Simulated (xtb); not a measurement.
C$_{4}$H$_{13}$AlN, charge +2, doublet, at a GFN2-xTB geometry of the parent state (such geometries of metal compounds can be far from the true shape) (a state made from the parent by changing its charge; the spin is typed, not shown lowest); GFN1-xTB in xtb.

Here is a job for xtb.
```
$ xtb mol.xyz --gfn 1 --chrg 2 --uhf 1 --json

# file mol.xyz
19

Al    -1.59979072    -0.88786746    -0.40362325
H     -1.14503255    -2.39544136    -0.09897162
H     -1.35171419    -0.61314711    -1.96399238
C     -0.34890626     2.11541956     0.52010680
C      0.55742139     1.22202877    -0.31216783
N      0.41448270    -0.19746673     0.00760812
C      1.30725082    -0.96939952    -0.84313427
C      0.71112744    -0.48363466     1.40074643
H     -1.35034951     1.66912963     0.54156864
H      0.01323049     2.22928944     1.53870110
H     -0.41001572     3.10128350     0.06729033
H      0.27856090     1.32626235    -1.36469672
H      1.60694945     1.53391976    -0.19885799
H      1.06790300    -0.76990160    -1.88578293
H      1.14148954    -2.02875673    -0.65723038
H      2.35858774    -0.72420002    -0.65673259
H      1.72635370    -0.17493996     1.67377588
H     -0.00712208     0.02066504     2.04483164
H      0.60569914    -1.55610371     1.56063546
```

Output, abridged:

```
   ID    Z sym.   atoms
    1   13 Al     1
    2    1 H      2, 3, 9-19
    3    6 C      4, 5, 7, 8
    4    7 N      6

           -------------------------------------------------
          |                Calculation Setup                |
           -------------------------------------------------

           -------------------------------------------------
          |                 G F N 1 - x T B                 |
           -------------------------------------------------

          ...................................................
          :                      SETUP                      :
          :.................................................:
          :  # basis functions                  56          :
          :  # atomic orbitals                  55          :
          :  # shells                           39          :
          :  # electrons                        35          :
          :  # halogen bonds                     0          :
          :  max. iterations                   250          :
          :  Hamiltonian                  GFN1-xTB          :
          :  restarted?                      false          :
          :  GBSA solvation                  false          :
          :  PC potential                    false          :
          :  electronic temp.          300.0000000     K    :
          :  accuracy                    1.0000000          :
          :  -> integral cutoff          0.2500000E+02      :
          :  -> integral neglect         0.1000000E-07      :
          :  -> SCF convergence          0.1000000E-05 Eh   :
          :  -> wf. convergence          0.2000000E-04 e    :
          :  Broyden damping             0.4000000          :
          :  net charge                          2          :
          :  unpaired electrons                  1          :
          ...................................................

 iter      E             dE          RMSdq      gap      omega  full diag
   1    -18.8763987 -0.188764E+02  0.677E+00    2.49       0.0  T
   2    -18.9072243 -0.308256E-01  0.453E+00    2.70       1.0  T
   3    -18.8592400  0.479843E-01  0.247E+00    1.25       1.0  T
   4    -18.9758490 -0.116609E+00  0.863E-01    2.74       1.0  T
   5    -18.9859395 -0.100905E-01  0.346E-01    2.71       1.0  T
   6    -18.9865756 -0.636122E-03  0.198E-01    2.73       1.0  T
   7    -18.9875724 -0.996839E-03  0.859E-02    2.70       1.0  T
   8    -18.9877084 -0.135948E-03  0.255E-02    2.72       1.0  T
   9    -18.9872306  0.477816E-03  0.112E-01    2.70       1.0  T
  10    -18.9864808  0.749767E-03  0.177E-01    2.68       1.0  T
  11    -18.9876064 -0.112563E-02  0.575E-02    2.71       1.0  T
  12    -18.9877374 -0.130991E-03  0.268E-03    2.72       8.6  T
  13    -18.9877377 -0.300527E-06  0.371E-04    2.71      61.9  T
  14    -18.9877377  0.677957E-09  0.355E-04    2.72      64.6  T
  15    -18.9877377 -0.552433E-08  0.201E-05    2.71    1143.1  T
  16    -18.9877377  0.486686E-09  0.110E-04    2.72     208.9  T

   *** convergence criteria satisfied after 16 iterations ***

         :::::::::::::::::::::::::::::::::::::::::::::::::::::
         ::                     SUMMARY                     ::
         :::::::::::::::::::::::::::::::::::::::::::::::::::::
         :: total energy             -18.766198839906 Eh    ::
         :: gradient norm              0.073544893299 Eh/a0 ::
         :: HOMO-LUMO gap              2.715005895363 eV    ::
         ::.................................................::
         :: SCC energy               -18.987737719450 Eh    ::
         :: -> electrostatic           0.366133432160 Eh    ::
         :: repulsion energy           0.229639090429 Eh    ::
         :: dispersion energy         -0.008100210886 Eh    ::
         :: halogen bond corr.         0.000000000000 Eh    ::
         :: add. restraining           0.000000000000 Eh    ::
         :: total charge               2.000000000000 e     ::
[...]
        23                         -0.4873647             -13.2619
        24                         -0.4725922             -12.8599
        25                         -0.4543828             -12.3644
        26                         -0.4315323             -11.7426
        27                         -0.4218296             -11.4786
        28                         -0.4138494             -11.2614
        29                         -0.4055379             -11.0352
       ...                                ...                  ...
        55                          0.6179583              16.8155
      -------------------------------------------------------------
                  HL-Gap            0.0997746 Eh            2.7150 eV
             Fermi-level           -0.7891229 Eh          -21.4731 eV

  Mulliken/CM5 charges         n(s)   n(p)   n(d)
     1Al    0.69151  0.54772   1.319  0.776  0.213
     2H     0.06151  0.13540   0.938  0.000  0.000
     3H     0.06996  0.14404   0.930  0.000  0.000
     4C    -0.07388 -0.22036   1.025  3.048  0.000
     5C     0.07238  0.02110   1.041  2.886  0.000
     6N    -0.17356 -0.47882   1.523  3.651  0.000
     7C     0.04166 -0.04830   1.012  2.947  0.000
     8C     0.04562 -0.04294   1.015  2.940  0.000
     9H     0.08140  0.13998   0.919  0.000  0.000
    10H     0.10544  0.15944   0.895  0.000  0.000
    11H     0.13019  0.18252   0.870  0.000  0.000
    12H     0.10129  0.16936   0.899  0.000  0.000
    13H     0.14382  0.20785   0.856  0.000  0.000
    14H     0.10398  0.16821   0.896  0.000  0.000
    15H     0.10753  0.17219   0.892  0.000  0.000
    16H     0.13746  0.19853   0.863  0.000  0.000
    17H     0.14254  0.20365   0.857  0.000  0.000
    18H     0.10393  0.16860   0.896  0.000  0.000
    19H     0.10723  0.17184   0.893  0.000  0.000

Wiberg/Mayer (AO) data.
largest (>0.10) Wiberg bond orders for each atom

 ---------------------------------------------------------------------------
     #   Z sym  total        # sym  WBO       # sym  WBO       # sym  WBO
 ---------------------------------------------------------------------------
     1  13 Al   2.293 --     2 H    0.761     3 H    0.732     6 N    0.319
     2   1 H    0.867 --     1 Al   0.761
     3   1 H    0.850 --     1 Al   0.732
     4   6 C    3.958 --     5 C    1.015    11 H    0.954    10 H    0.949
                             9 H    0.900
     5   6 C    3.875 --     4 C    1.015     6 N    0.958    12 H    0.928
                            13 H    0.885
     6   7 N    3.302 --     8 C    0.965     5 C    0.958     7 C    0.955
                             1 Al   0.319
     7   6 C    3.896 --     6 N    0.955    14 H    0.947    15 H    0.935
                            16 H    0.922
     8   6 C    3.887 --     6 N    0.965    18 H    0.945    19 H    0.945
                            17 H    0.907
     9   1 H    0.983 --     4 C    0.900
    10   1 H    0.976 --     4 C    0.949
    11   1 H    0.973 --     4 C    0.954
    12   1 H    0.978 --     5 C    0.928
    13   1 H    0.941 --     5 C    0.885
    14   1 H    0.984 --     7 C    0.947
    15   1 H    0.982 --     7 C    0.935
    16   1 H    0.962 --     7 C    0.922
    17   1 H    0.949 --     8 C    0.907
    18   1 H    0.985 --     8 C    0.945
    19   1 H    0.983 --     8 C    0.945
 ---------------------------------------------------------------------------

Topologies differ in total number of bonds
Writing topology from bond orders to xtbtopo.mol

 dipole moment from electron density (au)
     X       Y       Z
  -1.1376  -0.4130   0.1328  total (Debye):    3.095

           -------------------------------------------------
          | TOTAL ENERGY              -18.766198839906 Eh   |
          | GRADIENT NORM               0.073544893299 Eh/α |
          | HOMO-LUMO GAP               2.715005895363 eV   |
           -------------------------------------------------

normal termination of xtb
```
